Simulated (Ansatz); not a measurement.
`C[SiH2][CH2][GaH][SiH3]` + CH₃OH → `CO[SiH3]` + `C[SiH2][CH2][GaH2]` at 500 K and 1 bar (cleavage of the Si–Ga bond).

Program: Ansatz. Geometries: PBE0-D4/def2-TZVP. ΔE: electronic, gas phase. CCSD(T)/CBS is the MP2 limit (def2-TZVPP, def2-QZVPP) plus CCSD(T) − MP2 in def2-TZVPP, frozen cores. This one scheme is used for every species. For Ga outer-core shells are correlated without core-valence functions, which leaves a few kJ/mol of doubt a bond. Scalar relativity is left out up to krypton. One conformer a species, not always the lowest.

```csv
species,CCSD(T)/CBS energy (Eh),H − E (kJ/mol),S (J/(mol·K))
`C[SiH2][CH2][GaH][SiH3]`,-2584.83070,362.6,541.6
CH₃OH,-115.61712,157.0,265.4
`CO[SiH3]`,-405.93001,211.0,345.4
`C[SiH2][CH2][GaH2]`,-2294.54249,299.7,453.6
```

H − E and S are ideal-gas, rigid-rotor, harmonic terms from PBE0-D4/def2-TZVP, for one conformer and one mirror image of each species. 1 Eh = 2625.50 kJ/mol, R = 8.31446 J/(mol·K).

**Question.** By hand: ΔE, ΔH, ΔS and ΔG.

**Answer.** ΔE = (-405.93001) + (-2294.54249) − (-2584.83070) − (-115.61712) = -0.02468 Eh = -64.8 kJ/mol. Δ(H − E) = 211.0 + 299.7 − 362.6 − 157.0 = -8.9, so ΔH = -73.7 kJ/mol. ΔS = 345.4 + 453.6 − 541.6 − 265.4 = -8.0 J/(mol·K). ΔG = -73.7 − 500 × (-8.0)/1000 = -69.7 kJ/mol.

**Question.** By hand: the equilibrium constant, and the temperature at which ΔG would vanish if ΔH and ΔS stayed fixed.

**Answer.** log₁₀ K = −ΔG/(RT ln 10) = 7.3. ΔG = 0 at ΔH/ΔS = 9212 K, far beyond where these terms or the molecules hold.

The number of gas molecules stays the same, so ΔS is small and ΔH decides. A doubt of 5 kJ/mol in ΔE shifts log₁₀ K by 0.5 here. Other conformers and mirror images would add mixing entropy, several J/(mol·K) or more a flexible species. Modes under 60 cm⁻¹, often nearly free rotors, make the harmonic entropy too high. These are equilibria of isolated gas molecules and say nothing of rates. Largest T1 diagnostic: 0.012 (customary marks: 0.02 for closed shells, 0.045 for open ones).
